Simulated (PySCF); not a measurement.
## Shapes and spin states of [GaH2]-

Method: PBE0/[Ga def2-TZVPD, H def2-TZVPD], no relativity, density fitting, PySCF.

Relaxations began from a few typed shapes and spin states; open shells are unrestricted. The search is not exhaustive: other isomers or separated fragments can lie lower, and high-lying points may rest on an excited occupation.

(1) Order these stationary points by electronic energy, lowest first, in kJ/mol from the lowest minimum.
A. singlet C2v: Ga–H 1.711 Å (×2); H–Ga–H 92.5°
B. triplet C2v: Ga–H 1.611 Å (×2); H–Ga–H 120.6°
C. triplet D∞h: Ga–H 1.535 Å (×2); H–Ga–H 180.0°

(2) Which of them are minima?

## Answers

(1) A (0.0), B (72.0), C (137.3).

(2) By energy in kJ/mol, 0.0: minimum; 72.0: minimum; 137.3: saddle point, 2 imaginary modes.

For the lowest minimum: the highest occupied level lies above zero, a sign of self-interaction error or too small a basis; response properties are unreliable. The lowest empty level of this anion is unbound, so it and the gap depend on the basis.
